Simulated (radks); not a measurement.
Coulomb parameter of the 4f shell of neutral neodymium in the model configuration [Xe] 4f2 5d2 6s2, as a second difference U = [E(n + 0.5) + E(n - 0.5) - 2 E(n)] / (0.5)^2 with all orbitals relaxed. "Bare": the charge of the atom changes with n. "Screened": the 5d shell takes up the change at fixed total charge, which measures U(4f,4f) + U(5d,5d) - 2 U(4f,5d). Calculated with a radial shooting solver on a logarithmic mesh with Libxc functionals: scalar-relativistic Kohn-Sham, r2SCAN, spin-unpolarised, spherical densities, finite nucleus; meta-GGA in the generalised Kohn-Sham scheme; Fermi nuclear charge, rms radius 4.9123 fm.

case,configuration,E - E(n) (eV)
start,[Xe] 4f2 5d2 6s2,0.000
bare +0.5,[Xe] 4f2.5 5d2 6s2,-4.738
bare -0.5,[Xe] 4f1.5 5d2 6s2,8.302
screened +0.5,[Xe] 4f2.5 5d1.5 6s2,-3.811
screened -0.5,[Xe] 4f1.5 5d2.5 6s2,5.182

U(bare) = 14.257 eV, U(screened by 5d) = 5.486 eV, against the Slater integral F0(4f,4f) = 27.242 eV with frozen orbitals. The step up makes a negative ion, whose loosely bound charge lowers the bare value.
